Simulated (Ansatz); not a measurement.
Relaxation of In₂N₃⁻ with UKS PBE0-D4/def2-SVPD.

```sh
$ ansatz run in.yaml --threads 4 --pin off --events-out ev --progress --plain --max-ram 4787MiB
```

```yaml
crystal:
  periodic: [false, false, false]
  atoms:
    - {symbol: In, position_ang: [-1.547659, 0.298593, -0.143606]}
    - {symbol: In, position_ang: [2.869500, -0.916217, -0.509150]}
    - {symbol: N, position_ang: [1.358807, 0.155356, 1.035205]}
    - {symbol: N, position_ang: [-3.398020, 0.602045, -0.451604]}
    - {symbol: N, position_ang: [0.717371, -0.139777, 0.069165]}
basis:
  gaussian: {orbitals: def2-SVPD}
total_charge: -1
magnetization: {spin_polarized: true, initial_magnetization: 2}
hamiltonian: {xc: pbe0, dispersion: d4}
scf: {lower_state_search: "off"}
output: {orbitals: {seedname: orbitals}}
relax: {f_tol: 0.02, max_steps: 100}
```

Hardware: 4 threads of Arm Neoverse V1 on a shared host. Wall time 2.5 min, peak host memory 0.7 GiB.

Positions (Å) and forces (eV/Å) at steps 1, 2, 3, 4, 5, 6, 7, 8, 9, 10, 11, 12, 13, 14, 15, 16, 17, 18, 19, 20, 21, 22, 23, 24, 25, 26, 27, 28, 29, 31, 32 of 32:

```xyz
5
step=1 energy=-14805.5583 eV
In   -1.548    0.299   -0.144    1.956   -0.238    0.539
In    2.869   -0.916   -0.509    0.539   -0.242   -0.245
N     1.359    0.155    1.035   -0.572   -0.165   -0.646
N    -3.398    0.602   -0.452   -3.419    0.530   -0.647
N     0.717   -0.140    0.069    1.495    0.115    0.999
5
step=2 energy=-14806.0615 eV
In   -1.642    0.328   -0.122    0.209    0.037    0.229
In    2.991   -0.953   -0.526    0.395   -0.169   -0.162
N     1.434    0.146    1.055   -0.809   -0.332   -1.138
N    -3.589    0.627   -0.499   -1.114    0.148   -0.277
N     0.805   -0.148    0.092    1.319    0.316    1.348
5
step=3 energy=-14806.3208 eV
In   -1.779    0.400    0.005   -0.619    0.133    0.037
In    3.123   -0.998   -0.556    0.528   -0.250   -0.264
N     1.503    0.123    1.038    1.133    0.581    1.855
N    -3.742    0.623   -0.611    0.008   -0.018   -0.066
N     0.895   -0.148    0.124   -1.050   -0.446   -1.563
5
step=4 energy=-14806.4906 eV
In   -1.945    0.453    0.085   -0.345    0.045    0.035
In    3.256   -1.057   -0.613    0.209   -0.096   -0.088
N     1.586    0.123    1.073   -0.456   -0.204   -0.731
N    -3.855    0.622   -0.698    0.062   -0.003   -0.032
N     0.958   -0.140    0.153    0.530    0.258    0.815
5
step=5 energy=-14806.5751 eV
In   -2.092    0.481    0.204   -0.497    0.039   -0.082
In    3.360   -1.112   -0.662    0.194   -0.110   -0.114
N     1.660    0.117    1.070    0.164    0.145    0.372
N    -3.925    0.623   -0.805    0.316   -0.013    0.116
N     0.997   -0.109    0.193   -0.177   -0.062   -0.292
5
step=6 energy=-14806.6371 eV
In   -2.240    0.475    0.330   -0.299    0.023   -0.060
In    3.479   -1.164   -0.676    0.182   -0.098   -0.095
N     1.676    0.133    1.061   -0.057    0.061    0.060
N    -3.958    0.651   -0.880    0.203   -0.010    0.094
N     1.042   -0.095    0.166   -0.029    0.025    0.002
5
step=7 energy=-14806.6779 eV
In   -2.382    0.473    0.461   -0.344    0.039   -0.204
In    3.635   -1.221   -0.689    0.126   -0.061   -0.053
N     1.660    0.155    1.046   -0.115   -0.007   -0.118
N    -3.985    0.681   -0.947    0.300   -0.032    0.227
N     1.072   -0.088    0.129    0.032    0.060    0.148
5
step=8 energy=-14806.7161 eV
In   -2.562    0.479    0.517   -0.025   -0.001    0.010
In    3.829   -1.269   -0.688    0.083   -0.038   -0.030
N     1.671    0.173    1.017   -0.077   -0.013   -0.088
N    -4.037    0.724   -0.957    0.015    0.003   -0.001
N     1.098   -0.107    0.110    0.004    0.049    0.110
5
step=9 energy=-14806.7328 eV
In   -2.627    0.470    0.562    0.002   -0.002    0.030
In    3.969   -1.317   -0.706    0.055   -0.021   -0.019
N     1.642    0.201    0.997    0.083    0.062    0.145
N    -4.036    0.748   -0.967   -0.005    0.005   -0.022
N     1.052   -0.102    0.114   -0.135   -0.044   -0.134
5
step=10 energy=-14806.7368 eV
In   -2.701    0.467    0.628   -0.085    0.017   -0.074
In    4.152   -1.362   -0.735   -0.010    0.012    0.015
N     1.601    0.251    0.962   -0.582   -0.388   -0.816
N    -4.024    0.783   -0.988    0.081   -0.016    0.082
N     0.972   -0.139    0.133    0.597    0.375    0.793
5
step=11 energy=-14806.7413 eV
In   -2.718    0.466    0.645   -0.060    0.012   -0.045
In    4.179   -1.381   -0.719   -0.005    0.010    0.011
N     1.583    0.223    0.961    0.196    0.079    0.232
N    -4.022    0.778   -0.981    0.051   -0.009    0.051
N     0.978   -0.086    0.094   -0.182   -0.092   -0.248
5
step=12 energy=-14806.7429 eV
In   -2.726    0.470    0.655   -0.039    0.008   -0.029
In    4.158   -1.360   -0.700    0.005    0.005    0.007
N     1.598    0.212    0.943    0.138    0.055    0.156
N    -4.013    0.780   -0.982    0.037   -0.006    0.034
N     0.984   -0.102    0.084   -0.141   -0.062   -0.168
5
step=13 energy=-14806.7431 eV
In   -2.766    0.478    0.713    0.037   -0.010    0.049
In    4.163   -1.302   -0.648    0.011    0.003    0.007
N     1.617    0.208    0.854   -0.625   -0.380   -0.756
N    -3.951    0.802   -0.987   -0.020    0.008   -0.045
N     0.937   -0.186    0.068    0.596    0.379    0.745
5
step=14 energy=-14806.7592 eV
In   -2.782    0.486    0.850    0.002   -0.002    0.002
In    4.245   -1.261   -0.555   -0.012    0.013    0.014
N     1.542    0.146    0.696   -0.092   -0.062   -0.130
N    -3.759    0.805   -0.981    0.011    0.002    0.002
N     0.753   -0.176   -0.010    0.091    0.050    0.112
5
step=15 energy=-14806.7652 eV
In   -2.771    0.478    0.900    0.008   -0.006    0.010
In    4.236   -1.222   -0.512   -0.012    0.014    0.014
N     1.508    0.141    0.610    0.163    0.040    0.072
N    -3.647    0.815   -0.976    0.005    0.005   -0.008
N     0.674   -0.212   -0.022   -0.163   -0.053   -0.088
5
step=16 energy=-14806.7631 eV rejected
In   -2.760    0.471    1.002    0.003    0.004   -0.087
In    4.241   -1.158   -0.415   -0.047    0.035    0.029
N     1.457    0.102    0.441   -1.676   -0.680   -0.998
N    -3.453    0.828   -0.961    0.033   -0.006    0.080
N     0.515   -0.243   -0.067    1.687    0.648    0.976
5
step=17 energy=-14806.7704 eV
In   -2.764    0.471    0.945    0.011   -0.003   -0.022
In    4.225   -1.185   -0.463   -0.022    0.022    0.022
N     1.502    0.117    0.518   -0.735   -0.318   -0.507
N    -3.556    0.823   -0.971    0.019    0.001    0.022
N     0.594   -0.227   -0.028    0.727    0.298    0.485
5
step=18 energy=-14806.7722 eV
In   -2.699    0.450    0.945    0.057   -0.027    0.103
In    4.173   -1.140   -0.428   -0.034    0.034    0.029
N     1.481    0.124    0.431   -1.510   -0.699   -0.741
N    -3.474    0.840   -0.960   -0.022    0.023   -0.099
N     0.519   -0.275    0.011    1.509    0.669    0.708
5
step=19 energy=-14806.7952 eV
In   -2.570    0.435    0.982   -0.025    0.000   -0.045
In    4.055   -1.068   -0.369   -0.029    0.037    0.031
N     1.412    0.096    0.356   -0.910   -0.468   -0.466
N    -3.325    0.827   -0.953    0.043   -0.007    0.049
N     0.428   -0.290   -0.017    0.921    0.437    0.431
5
step=20 energy=-14806.8044 eV
In   -2.515    0.418    1.003    0.242   -0.156    0.736
In    3.916   -0.988   -0.293    0.006    0.031    0.021
N     1.396    0.032    0.217   -1.333   -0.462   -0.378
N    -3.135    0.806   -0.911   -0.209    0.152   -0.733
N     0.338   -0.269   -0.015    1.294    0.435    0.354
5
step=21 energy=-14806.8495 eV
In   -2.434    0.410    1.110    0.040   -0.020   -0.083
In    3.796   -0.898   -0.206    0.027    0.027    0.015
N     1.333   -0.025    0.097   -1.233   -0.383   -0.302
N    -2.942    0.793   -0.924    0.019    0.005    0.043
N     0.247   -0.280   -0.077    1.148    0.371    0.328
5
step=22 energy=-14806.8569 eV
In   -2.401    0.404    1.107    0.031   -0.021   -0.076
In    3.774   -0.886   -0.203    0.021    0.028    0.014
N     1.313   -0.029    0.089   -1.069   -0.345   -0.258
N    -2.909    0.789   -0.929    0.019    0.005    0.037
N     0.223   -0.278   -0.064    0.998    0.334    0.284
5
step=23 energy=-14806.8919 eV
In   -2.371    0.415    1.103    0.062   -0.010   -0.160
In    3.661   -0.774   -0.260    0.100   -0.001   -0.003
N     1.278   -0.154    0.052   -0.813   -0.130   -0.009
N    -2.721    0.779   -0.997    0.032   -0.020    0.122
N     0.154   -0.266    0.103    0.619    0.161    0.049
5
step=24 energy=-14806.9030 eV
In   -2.305    0.397    1.097    0.030   -0.015   -0.075
In    3.616   -0.770   -0.256    0.036    0.008    0.004
N     1.229   -0.160    0.047   -1.039   -0.115    0.010
N    -2.637    0.750   -1.008    0.002   -0.003    0.043
N     0.097   -0.216    0.119    0.970    0.124    0.019
5
step=25 energy=-14806.8588 eV rejected
In   -2.314    0.390    1.050    0.016   -0.025    0.250
In    3.636   -0.769   -0.290   -0.063    0.027   -0.017
N     1.227   -0.170   -0.005   -2.503   -0.183    0.784
N    -2.660    0.770   -1.037    0.039   -0.002   -0.182
N     0.112   -0.220    0.282    2.511    0.183   -0.835
5
step=26 energy=-14806.9171 eV
In   -2.289    0.382    1.089   -0.035    0.009   -0.054
In    3.610   -0.766   -0.259    0.037    0.002   -0.007
N     1.209   -0.207    0.023   -0.070   -0.038    0.003
N    -2.623    0.742   -1.021    0.023   -0.016    0.064
N     0.092   -0.151    0.168    0.045    0.043   -0.006
5
step=27 energy=-14806.9224 eV
In   -2.334    0.382    1.081   -0.010   -0.003    0.028
In    3.643   -0.764   -0.287   -0.005    0.002   -0.001
N     1.198   -0.267    0.029   -0.222    0.030    0.033
N    -2.607    0.732   -1.026    0.014   -0.001   -0.019
N     0.100   -0.083    0.202    0.223   -0.028   -0.042
5
step=28 energy=-14806.9233 eV
In   -2.355    0.382    1.085   -0.004    0.001   -0.004
In    3.649   -0.766   -0.299   -0.003    0.000    0.000
N     1.190   -0.275    0.031    0.007   -0.001   -0.012
N    -2.585    0.725   -1.027    0.009   -0.003    0.004
N     0.101   -0.065    0.209   -0.009    0.002    0.012
5
step=29 energy=-14806.9235 eV
In   -2.370    0.379    1.086    0.003    0.001   -0.006
In    3.646   -0.766   -0.313   -0.009    0.000    0.000
N     1.182   -0.283    0.032   -0.100    0.029    0.008
N    -2.558    0.716   -1.030    0.003   -0.001    0.001
N     0.100   -0.046    0.225    0.104   -0.029   -0.004
5
step=31 energy=-14806.9242 eV
In   -2.402    0.384    1.079    0.000    0.004   -0.025
In    3.625   -0.758   -0.367   -0.001   -0.001   -0.001
N     1.166   -0.280    0.048   -0.003    0.006    0.003
N    -2.483    0.701   -1.048    0.003   -0.004    0.025
N     0.094   -0.047    0.288    0.001   -0.006   -0.002
5
step=32 energy=-14806.9243 eV
In   -2.409    0.386    1.076   -0.003    0.002   -0.009
In    3.615   -0.755   -0.383    0.004   -0.001   -0.002
N     1.160   -0.274    0.055    0.019   -0.001   -0.003
N    -2.455    0.696   -1.051   -0.001   -0.001    0.008
N     0.088   -0.054    0.303   -0.019    0.001    0.005
```

In the def2 sets In takes a core potential; there is no spin–orbit coupling. The charge -1 triplet is spin-contaminated (final ⟨S²⟩ up to 2.66, 2.00 for a pure state). The relaxation made no stability test and no search for a lower SCF solution. At PBE0-D4/def2-SVPD a quintet of charge -1 lies 0.62 eV below the triplet, each at its own geometry. The structure comes from a short search, and lower isomers may exist.
